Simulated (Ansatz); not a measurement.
Gas-phase electronic energies from Ansatz, PBE0-D4/def2-TZVP geometries. CBS: MP2 limit from def2 TZ/QZ plus the TZ coupled-cluster correction, frozen cores. This one scheme is used for every species. DFT in def2-TZVPP. B3LYP here is the variant with VWN-RPA as its local correlation; programs differ in this. One conformer a species, not always the lowest.

Consider the ligand exchange at a B–N bond: `BN[SiH3]` + `O[SiH2]F` → `BO[SiH2]F` + `N[SiH3]`.

Q: Is it downhill or uphill in electronic energy at CCSD(T)/CBS, and by how much? (An estimate is asked.)

A: The calculation gave: Uphill: ΔE = +8.4 kJ/mol.

Q: What do these levels give: PBE0-D4, B3LYP-D4, ωB97M-V, MP2/def2-SVP, HF/def2-QZVPP, SCS-MP2/def2-QZVPP? (Best estimate.)

A: Ansatz gave: PBE0-D4 11.6, B3LYP-D4 7.3, ωB97M-V 8.7, MP2/def2-SVP 7.9, HF/def2-QZVPP -5.9, SCS-MP2/def2-QZVPP 6.2 kJ/mol.

Q: What do rigid-rotor, harmonic-oscillator terms from PBE0-D4/def2-TZVP frequencies (298.15 K, 1 bar) make of the CCSD(T)/CBS value? (Best estimate.)

A: The calculation gave: ΔZPE = -3.0 kJ/mol, ΔH = +7.0 kJ/mol, ΔS = 10 J/(mol·K), ΔG = +4.1 kJ/mol.

Largest T1 diagnostic among the species: 0.013.

From BLYP to BHLYP (50 % exact exchange), in def2-TZVPP and without D4, ΔE moves by −4.7 kJ/mol. Leaving LDA and LC-ωPBE aside and taking each functional with its dispersion term where it has one, the values, not all of them listed here, spread over 10.6 kJ/mol, from BHLYP-D4 to PBE-D4. LDA lies +4.1 kJ/mol from PBE without D4.
